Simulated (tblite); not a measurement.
C$_{4}$H$_{9}$NaO, singlet, geometry from GFN2-xTB (such geometries of metal compounds can be far from the true shape); IPEA1-xTB (tblite).

Input for tblite:
```
$ tblite run mol.xyz --method ipea1 --charge 0 --spin 0 --json tblite.json --no-restart

# file mol.xyz
15

Na     1.41416953     1.64452484     0.99121953
O      0.00638526     0.48438095     0.82645381
C     -0.34210795    -0.36358128    -0.18034111
C      0.75261015    -1.42345878    -0.42643827
C     -1.65128625    -1.09921080     0.19043998
C     -0.57667651     0.39883633    -1.50187583
H      0.46412264    -2.11615523    -1.21272031
H      0.92429880    -1.97817725     0.49249473
H      1.68367264    -0.92366625    -0.71262686
H     -1.49879107    -1.65142879     1.11299942
H     -1.95379042    -1.78388005    -0.59743711
H     -2.43541732    -0.36628070     0.35593475
H      0.34667865     0.90926824    -1.79481754
H     -1.35327420     1.14432514    -1.35006294
H     -0.87968312    -0.27433875    -2.29951818
```

It wrote (shortened):

```
xTB calculator
 | screened Coulomb repulsion
 | Coulomb electrostatics
 |  * isotropic Klopman-Ohno-Mataga-Nishimoto electrostatics
 |  * onsite third-order electrostatics
 | DFT-D3(BJ) dispersion correction

halogen bonding energy    0.0000000000000E+00 Eh
repulsion energy          2.9162490826330E-01 Eh
dispersion energy        -5.5235694924922E-03 Eh
number of electrons       3.2000000000000E+01 e
integral cutoff           4.0000000000000E+01 bohr

------------------------------------------------------------
  cycle        total energy    energy error   density error
------------------------------------------------------------
      1     -19.52918188005  -1.9815283E+01   5.2968044E-01
      2     -19.75716860593  -2.2798673E-01   2.9138586E-01
      3     -19.62468561113   1.3248299E-01   1.7531125E-01
      4     -19.80225419947  -1.7756859E-01   2.6499306E-02
      5     -19.80688660434  -4.6324049E-03   9.0192208E-03
      6     -19.80734474484  -4.5814050E-04   2.6670848E-03
      7     -19.80730436820   4.0376647E-05   2.5650853E-03
      8     -19.80737456819  -7.0199997E-05   2.3620196E-04
      9     -19.80737481548  -2.4729011E-07   1.3928862E-04
     10     -19.80737495227  -1.3679147E-07   2.7323517E-05
     11     -19.80737495691  -4.6389665E-09   5.5568440E-06
------------------------------------------------------------

electronic energy        -2.0093476295683E+01 Eh
total energy             -1.9807374956913E+01 Eh

Post processing:
 | Mayer-Wiberg bond orders

[Info] JSON dump of results written to 'tblite.json'
```
